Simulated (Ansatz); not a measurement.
Ansatz (a quantum-chemistry and plane-wave program) input file for Cl2Zr, SMILES [Cl][Zr][Cl], multiplicity 1, CAM-B3LYP/def2-TZVPD. Geometry optimised at PBE0-D3(BJ)/def2-TZVP. The spin state was assumed, not searched. The def2 effective core potentials stand for the cores of Zr; spin–orbit coupling is left out.

Ansatz 0.2 input:
```yaml
crystal:
  periodic: [false, false, false]
  atoms:
    - {symbol: Zr, position_ang: [0.00000000, 0.00000000, 0.46319046]}
    - {symbol: Cl, position_ang: [0.00000000, 2.06249408, -0.54492995]}
    - {symbol: Cl, position_ang: [0.00000000, -2.06249408, -0.54492995]}
basis:
  gaussian:
    orbitals: def2-TZVPD
hamiltonian:
  xc: {name: CAM-B3LYP}
```

It prints:

```
WARN ansatz: RAYON_NUM_THREADS=1 ignored (pool sized by the plan → 1); use --threads N
Functional definition: CAM-B3LYP
integrals: 0.07 GiB planned
947 factors; their error is unknown
integrals: 0.11 GiB planned
244 factors; integrals over basis functions are off by at most 8.4e-5 eV
mean field: 0.58 GiB planned
mean field evaluation 1: about -26326.0439 eV, gradient 2.4e1 eV
mean field evaluation 2: about -26324.3185 eV, gradient 3.9e1 eV
mean field evaluation 4: about -26327.9059 eV, gradient 1.9e0 eV
mean field evaluation 8: about -26327.9208 eV, gradient 2.9e-2 eV
mean field evaluation 16: about -26327.9762 eV, gradient 1.9e-4 eV
mean field -26327.97622252 eV, -967.5352804343 hartree, gradient 4.6e-5 eV, S^2 0.000000; 0 other end points of the search recorded, 0 dependent functions left out
reference -26327.97634076 eV, -967.5352847798 hartree; 23, 23 occupied and 109, 109 virtual orbitals, 947 factors
Total energy: -26327.97634076 eV, -967.5352847798 hartree
```

The run converged.
